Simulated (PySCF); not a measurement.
CH2BrF, SMILES FCBr, point group Cs.

Force field and properties: PBE0/pcSseg-1 (PySCF, grid level 2). Vibrational terms come from second-order perturbation theory with semi-diagonal cubic constants, by steps of ±0.6 along the normal coordinates of each isotopologue. The parent has the commonest isotopes.

Equilibrium geometry (Å):

```tsv
atom	x	y	z
F1	-0.8086	1.1099	-0.0750
C2	-0.1488	-0.0686	-0.0113
Br3	1.7663	0.2175	-0.0122
H4	-0.3935	-0.5782	0.9217
H5	-0.3809	-0.6692	-0.8920
```

(1) How much do zero-point and thermal motion change the parent's shieldings?

(2) And the bond lengths, in the parent and with ¹³C at 2?

(3) What are the dipole moments?

Spin–orbit effects of the heavy atoms on shieldings are missing.

The study (163 SCF points, 85 basis functions) took 8.4 min on 1 thread of AMD EPYC 7R13 (shared host) (rough), peak memory 0.52 GiB, launched as `OMP_NUM_THREADS=1 python ens_run.py task.json out`.

Answers

(1) 
```tsv
atom	σe (ppm)	anharmonic part, 0 K	harmonic part, 0 K	Δσ at 0 K	Δσ at 400 K	Δσ at 700 K
F1	365.57	-4.21	-6.78	-10.99	-12.30	-14.79
C2	90.77	-2.22	-1.42	-3.65	-4.19	-5.02
Br3	2138.57	-19.18	-31.87	-51.05	-62.51	-81.96
H4	25.20	-0.20	-0.40	-0.60	-0.62	-0.69
```

(2) 
| bond | re (Å) | ⟨r⟩ at 0 K | between mean positions | ⟨r⟩, labelled |
| --- | --- | --- | --- | --- |
| F1–C2 | 1.3521 | 1.3598 | 1.3582 | 1.3597 |
| C2–Br3 | 1.9363 | 1.9441 | 1.9435 | 1.9439 |
| C2–H4 | 1.0909 | 1.1120 | 1.0993 | 1.1120 |

(3) 1.872 D at equilibrium; averaged at 0 K: parent 1.865 D; ¹³C at 2 1.864 D; ²H at 4 1.868 D; ¹³C at 2, ²H at 4 1.867 D; ⁸¹Br at 3 1.865 D; ¹³C at 2, ⁸¹Br at 3 1.864 D; ²H at 4, ²H at 5 1.871 D. Measured: 1.739 D (NIST CCCBDB Release 22 (SRD 101), experimental dipoles).
